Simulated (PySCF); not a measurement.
Ligands exchanged one at a time, Al OH-H. All species are isolated molecules in the gas phase. One relaxed conformer stands for each flexible species; it need not be the lowest. Strings in code marks are SMILES.

All values below come from PBE-D3(BJ)/def2-TZVP // CAM-B3LYP-D3(BJ)/def2-TZVP in PySCF. All candidates: neutral, multiplicity 1. 

```yaml
HOMO: -7.31 eV
HOMO–LUMO gap: 4.79 eV
LUMO: -2.52 eV
```

Task: Say which member has these values.
A. `[OH][AlH][OH]` (H–O–Al–O torsion 0°, O–Al–O–H torsion 0°)
B. `[OH][Al]([OH])[OH]`
C. `[OH][AlH2]`
D. `[AlH3]`

Result: D, `[AlH3]`. The others give `[OH][Al]([OH])[OH]`: -7.28 eV, 6.02 eV, -1.26 eV; `[OH][AlH2]`: -7.00 eV, 5.31 eV, -1.70 eV; `[OH][AlH][OH]` (H–O–Al–O torsion 0°, O–Al–O–H torsion 0°): -7.36 eV, 6.46 eV, -0.90 eV
